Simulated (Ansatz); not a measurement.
Consider the formal exchange of groups at the Si–C bond: `[SiH3]BOC[SiH3]` + `C=C[SiH2][SiH3]` → `C=C([SiH3])[SiH2][SiH3]` + `COB[SiH3]`.

Calculated with Ansatz (gas phase, PBE0-D4/def2-TZVP geometries, no zero-point term in ΔE). CBS: MP2 limit from def2 TZ/QZ plus the TZ coupled-cluster correction, frozen cores. Functionals use def2-TZVPP. Each species was taken in one conformer, which may not be the lowest.

```csv
level,ΔE (kcal/mol)
B2PLYP,-6.7
MP2/def2-TZVPP,-8.1
```

Problem. What does CCSD(T)/CBS give? (Best estimate.)

Solution. Ansatz gave: -6.9 kcal/mol. The listed levels differ from it by 0.2, -1.2 kcal/mol.

Largest T1 diagnostic among the species: 0.015.

The D4 term adds −1.1 kcal/mol with B3LYP and −0.7 kcal/mol with PBE0; it sums over pairs of atoms, weighted by their polarisabilities, and B3LYP, whose exchange is more repulsive, gets the larger term.

B3LYP here is the variant with VWN-RPA as its local correlation; programs differ in this.
